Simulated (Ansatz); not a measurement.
Sn₂₆H₃₀, a nanocrystal cut from cubic tin. Total charge 0; triplet. Geometry PBE-D4/def2-SVP, that of the neutral singlet; atoms count from 1.

Cartesian coordinates in Å:
```
Sn -3.131 -0.269 1.628
Sn 0.153 -1.052 4.710
Sn -2.104 -4.636 2.875
Sn -0.989 -3.128 -1.340
Sn 2.338 -3.869 1.717
Sn -0.851 3.257 3.481
Sn -4.240 4.011 0.363
Sn -2.050 1.190 -2.640
Sn 0.150 4.756 -0.812
Sn 1.260 0.452 0.475
Sn 3.377 -2.383 -2.502
Sn 2.331 1.981 -3.751
Sn 0.049 -1.625 -5.618
Sn -2.337 -1.962 3.745
Sn -3.361 2.407 2.513
Sn -0.033 1.611 5.623
Sn -1.246 -0.445 -0.475
Sn 2.056 -1.209 2.625
Sn -0.180 -4.767 0.814
Sn 0.870 -3.252 -3.464
Sn 4.235 -4.018 -0.368
Sn 0.991 3.132 1.343
Sn -2.358 3.846 -1.733
Sn -0.146 1.046 -4.725
Sn 2.085 4.650 -2.863
Sn 3.142 0.296 -1.633
H -4.682 -0.796 1.023
H 0.659 -2.093 6.016
H -3.633 -5.216 2.285
H -1.646 -5.660 4.203
H -2.547 -3.670 -1.914
H 2.852 -4.874 3.048
H -0.982 4.909 4.031
H -5.798 3.453 -0.169
H -4.431 5.667 0.859
H -3.583 0.598 -3.231
H -0.025 6.398 -0.246
H 4.537 -2.459 -3.805
H 3.514 1.905 -5.033
H -1.498 -2.151 -6.210
H 1.175 -1.755 -6.936
H -3.511 -1.864 5.033
H -4.525 2.472 3.813
H -1.163 1.727 6.939
H 1.510 2.136 6.226
H 3.596 -0.639 3.219
H -0.028 -6.413 0.251
H 1.019 -4.907 -4.000
H 4.415 -5.662 -0.903
H 5.792 -3.492 0.197
H 2.553 3.694 1.887
H -2.863 4.859 -3.062
H -0.662 2.073 -6.039
H 1.642 5.691 -4.183
H 3.612 5.216 -2.256
H 4.690 0.835 -1.032
```

In the def2 sets Sn takes a core potential; there is no spin–orbit coupling. Single mean-field runs in def2-SVP are fitted with def2-universal-jkfit. At PBE0-D4/def2-SVP a singlet of charge 0 lies 3.33 eV below the triplet at the same geometry.

(1) Estimate the Mulliken populations of the heavy atoms from the PBE0/def2-SVP orbitals of Ansatz.

(2) Where does the spin sit?

(3) And the Mayer bond orders between bonded heavy atoms (over 0.3)?

Answers

(1) 
| atom | charge (e) | spin (α − β) |
| --- | --- | --- |
| Sn1 | 0.06 | 0.30 |
| Sn2 | 0.02 | 0.00 |
| Sn3 | 0.17 | 0.01 |
| Sn4 | 0.04 | 0.09 |
| Sn5 | 0.02 | 0.00 |
| Sn6 | 0.03 | 0.00 |
| Sn7 | 0.18 | 0.02 |
| Sn8 | 0.07 | 0.34 |
| Sn9 | 0.02 | 0.00 |
| Sn10 | -0.18 | 0.04 |
| Sn11 | 0.02 | 0.00 |
| Sn12 | 0.02 | 0.00 |
| Sn13 | 0.17 | 0.01 |
| Sn14 | 0.03 | 0.15 |
| Sn15 | 0.01 | 0.03 |
| Sn16 | 0.18 | 0.00 |
| Sn17 | -0.11 | 0.27 |
| Sn18 | 0.07 | 0.03 |
| Sn19 | 0.03 | 0.06 |
| Sn20 | 0.03 | 0.04 |
| Sn21 | 0.18 | 0.00 |
| Sn22 | 0.07 | 0.00 |
| Sn23 | 0.01 | 0.03 |
| Sn24 | 0.02 | 0.15 |
| Sn25 | 0.18 | 0.00 |
| Sn26 | 0.07 | 0.02 |
Mulliken values and Mayer orders depend strongly on the basis.

(2) Summed by element: Sn 1.58, H 0.42, of 2 unpaired in all. Largest on single atoms: Sn8 0.34, Sn1 0.30, Sn17 0.27.

(3) Sn1–Sn14 0.71 (2.82 Å); Sn1–Sn15 0.82 (2.83 Å); Sn1–Sn17 0.59 (2.83 Å); Sn2–Sn14 0.86 (2.82 Å); Sn2–Sn16 0.86 (2.82 Å); Sn2–Sn18 0.85 (2.83 Å); Sn3–Sn14 0.86 (2.82 Å); Sn3–Sn19 0.85 (2.82 Å); Sn4–Sn17 0.81 (2.83 Å); Sn4–Sn19 0.79 (2.83 Å); Sn4–Sn20 0.81 (2.83 Å); Sn5–Sn18 0.85 (2.83 Å); Sn5–Sn19 0.86 (2.82 Å); Sn5–Sn21 0.86 (2.82 Å); Sn6–Sn15 0.86 (2.82 Å); Sn6–Sn16 0.86 (2.82 Å); Sn6–Sn22 0.85 (2.82 Å); Sn7–Sn15 0.85 (2.82 Å); Sn7–Sn23 0.85 (2.82 Å); Sn8–Sn17 0.53 (2.83 Å); Sn8–Sn23 0.82 (2.82 Å); Sn8–Sn24 0.71 (2.83 Å); Sn9–Sn22 0.85 (2.83 Å); Sn9–Sn23 0.86 (2.82 Å); Sn9–Sn25 0.86 (2.82 Å); Sn10–Sn17 0.87 (2.83 Å); Sn10–Sn18 0.82 (2.83 Å); Sn10–Sn22 0.85 (2.83 Å); Sn10–Sn26 0.83 (2.83 Å); Sn11–Sn20 0.86 (2.82 Å); Sn11–Sn21 0.86 (2.82 Å); Sn11–Sn26 0.85 (2.83 Å); Sn12–Sn24 0.86 (2.82 Å); Sn12–Sn25 0.86 (2.82 Å); Sn12–Sn26 0.85 (2.83 Å); Sn13–Sn20 0.85 (2.82 Å); Sn13–Sn24 0.86 (2.82 Å).
